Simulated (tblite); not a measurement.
C₇H₁₂.
Atom-mapped SMILES: `[CH2:1]1[CH2:2][C:3]2([CH2:4]1)[CH2:5][CH2:6][CH2:7]2` (hydrogens: H8, H9 on C1; H10, H11 on C2; H12, H13 on C4; H14, H15 on C5; H16, H17 on C6; H18, H19 on C7)

Computed with GFN2-xTB (tblite), gas phase: Langevin dynamics at 300 K from the optimised GFN2-xTB geometry, time step 0.5 fs, friction 0.01 fs⁻¹, 2000 steps. The instantaneous temperature is 2·E(kin)/(3Nk) with all 3N coordinates.

| t (fs) | T (K) | E(pot) above start (eV) | C1–C2 (Å) | C2–C3 (Å) | C3–C4 (Å) | C3–C5 (Å) | C5–C6 (Å) | C1–H8 (Å) |
| --- | --- | --- | --- | --- | --- | --- | --- | --- |
| 0 | 244 | 0.000 | 1.536 | 1.536 | 1.537 | 1.536 | 1.536 | 1.088 |
| 50 | 166 | 0.478 | 1.530 | 1.515 | 1.512 | 1.514 | 1.561 | 1.086 |
| 100 | 196 | 0.371 | 1.537 | 1.558 | 1.550 | 1.564 | 1.523 | 1.131 |
| 150 | 246 | 0.475 | 1.568 | 1.507 | 1.510 | 1.545 | 1.540 | 1.082 |
| 200 | 275 | 0.556 | 1.485 | 1.554 | 1.513 | 1.543 | 1.550 | 1.103 |
| 250 | 211 | 0.563 | 1.591 | 1.530 | 1.576 | 1.567 | 1.506 | 1.077 |
| 300 | 254 | 0.589 | 1.488 | 1.536 | 1.554 | 1.498 | 1.569 | 1.161 |
| 350 | 187 | 0.646 | 1.529 | 1.492 | 1.554 | 1.471 | 1.509 | 1.045 |
| 400 | 220 | 0.727 | 1.471 | 1.572 | 1.593 | 1.533 | 1.516 | 1.132 |
| 450 | 295 | 0.715 | 1.589 | 1.529 | 1.549 | 1.579 | 1.537 | 1.079 |
| 500 | 296 | 0.793 | 1.563 | 1.528 | 1.528 | 1.501 | 1.583 | 1.119 |
| 550 | 301 | 0.620 | 1.567 | 1.555 | 1.532 | 1.556 | 1.526 | 1.060 |
| 600 | 304 | 0.652 | 1.535 | 1.522 | 1.547 | 1.499 | 1.553 | 1.126 |
| 650 | 401 | 0.622 | 1.495 | 1.511 | 1.548 | 1.526 | 1.512 | 1.083 |
| 700 | 315 | 0.730 | 1.582 | 1.493 | 1.523 | 1.551 | 1.523 | 1.072 |
| 750 | 316 | 0.628 | 1.500 | 1.531 | 1.498 | 1.547 | 1.570 | 1.093 |
| 800 | 328 | 0.529 | 1.603 | 1.572 | 1.497 | 1.579 | 1.518 | 1.073 |
| 850 | 374 | 0.584 | 1.520 | 1.543 | 1.536 | 1.582 | 1.571 | 1.114 |
| 900 | 295 | 0.657 | 1.573 | 1.472 | 1.548 | 1.545 | 1.536 | 1.046 |
| 950 | 262 | 0.719 | 1.526 | 1.495 | 1.478 | 1.552 | 1.590 | 1.100 |
| 1000 | 256 | 0.602 | 1.537 | 1.543 | 1.538 | 1.544 | 1.480 | 1.077 |

Problem. From 500 fs on, how do temperature and potential energy compare with equipartition?

Solution. The mean temperature of these 11 frames is 313 K against the target 300 K, and the mean potential energy 0.65 eV against 51 × kT/2 = 0.66 eV for 51 classical harmonic modes. For 19 atoms in a canonical ensemble the temperature itself scatters by T·√(2/(3N)) = 56 K; here its standard deviation is 41 K. The whole run lasts only 10 friction times of 100 fs, so these averages carry a wide statistical error.

Problem. What are the kinetic and total energies of the listed frame with the highest potential energy?

Solution. The one at 500 fs, 0.793 eV above the start. Its kinetic energy is 3NkT/2 = 0.728 eV at 296 K, so the sum is 1.52 eV; over the listed frames the sum runs from 0.60 to 1.61 eV, since the thermostat adds and removes energy.

Problem. How much do the listed bonds fluctuate from 500 fs on?

Solution. 
```json
{"bond": "C1–C2", "at the start (Å)": "1.536", "mean (Å)": "1.546", "standard deviation (Å)": "0.033"}
{"bond": "C2–C3", "at the start (Å)": "1.536", "mean (Å)": "1.524", "standard deviation (Å)": "0.028"}
{"bond": "C3–C4", "at the start (Å)": "1.537", "mean (Å)": "1.525", "standard deviation (Å)": "0.023"}
{"bond": "C3–C5", "at the start (Å)": "1.536", "mean (Å)": "1.544", "standard deviation (Å)": "0.025"}
{"bond": "C5–C6", "at the start (Å)": "1.536", "mean (Å)": "1.542", "standard deviation (Å)": "0.033"}
{"bond": "C1–H8", "at the start (Å)": "1.088", "mean (Å)": "1.087", "standard deviation (Å)": "0.024"}
```

The motion is classical and holds no zero-point motion.

What follows is the cost of the whole dynamics run. The run took 8.7 s of wall time on one thread of an Arm Neoverse V2, no GPU, shared host, and the process peaked at 0.18 GiB of memory.
